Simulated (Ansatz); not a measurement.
Consider the substitution at a C–C bond: `CCCOCC` + `OB(O)S` → `CCSB(O)O` + `CCOC`.

Program: Ansatz. Geometries: PBE0-D4/def2-TZVP. ΔE: electronic, gas phase. CBS: MP2 limit from def2 TZ/QZ plus the TZ coupled-cluster correction, frozen cores. Functionals use def2-TZVPP. B3LYP here is the variant with VWN-RPA as its local correlation; programs differ in this. Each species was taken in one conformer, which may not be the lowest.

`CCCOCC`:

Z-matrix (Å, degrees):
```
C
C 1 1.519
H 1 1.094 2 111.3
H 1 1.092 2 111.4 3 -120.1
H 1 1.094 2 111.2 3 119.8
C 2 1.519 1 111.5 3 -60.3
H 2 1.095 1 110.4 3 179.1
H 2 1.094 1 109.6 3 61.8
O 6 1.406 2 114.3 1 -175.6
H 6 1.102 2 109.8 1 60.3
H 6 1.094 2 109.4 1 -57.1
C 9 1.406 6 114.3 2 -75.6
C 12 1.508 9 108.5 6 -173.8
H 12 1.099 9 110.9 6 65.2
H 12 1.102 9 109.7 6 -52.9
H 13 1.092 12 110.6 9 59.7
H 13 1.092 12 110.5 9 -60.1
H 13 1.092 12 110.4 9 180.0
```

`OB(O)S`:

```xyz
7

O    -0.889   -0.129   -0.802
B    -0.057   -0.083    0.279
O    -0.511   -0.515    1.482
S     1.669    0.523    0.266
H    -0.511    0.189   -1.622
H    -1.421   -0.822    1.434
H     1.719    0.837   -1.038
```

`CCSB(O)O`:

```xyz
13

C    -0.054    1.149    1.481
C     0.311   -0.306    1.285
S    -0.810   -1.187    0.154
B    -0.200   -0.667   -1.475
O    -0.814   -1.093   -2.620
O     0.887    0.146   -1.578
H     0.622    1.613    2.206
H    -1.075    1.253    1.851
H     0.029    1.697    0.541
H     0.248   -0.859    2.225
H     1.325   -0.414    0.901
H    -1.574   -1.660   -2.472
H     1.106    0.327   -2.497
```

`CCOC`:

```xyz
12

C    -0.250    1.688    0.559
C    -0.321    0.392   -0.207
O     0.534   -0.543    0.399
C     0.524   -1.779   -0.256
H     0.769    2.078    0.558
H    -0.558    1.538    1.596
H    -0.907    2.434    0.107
H    -0.024    0.546   -1.257
H    -1.353    0.004   -0.218
H     1.208   -2.442    0.274
H    -0.479   -2.229   -0.255
H     0.857   -1.686   -1.300
```

```csv
level,ΔE (kcal/mol),difference from CCSD(T)/CBS
PBE-D4,0.6,-1.0
r2SCAN-D4,1.0,-0.6
PBE0-D4,1.2,-0.4
B3LYP-D4,0.9,-0.7
ωB97M-V,1.7,0.1
B2PLYP,1.4,-0.2
PBE,0.9,-0.7
r2SCAN,1.0,-0.6
PBE0,1.4,-0.2
B3LYP,1.5,-0.1
MP2/def2-TZVPP,1.3,-0.3
CCSD/def2-TZVPP,2.6,1.0
CCSD(T)/def2-TZVPP,2.2,0.6
HF/def2-QZVPP,2.6,1.0
HF/CBS(def2),2.6,1.0
CCSD/CBS(def2),2.0,0.4
CCSD(T)/CBS,1.6,0
```

Largest T1 diagnostic among the species: 0.012.
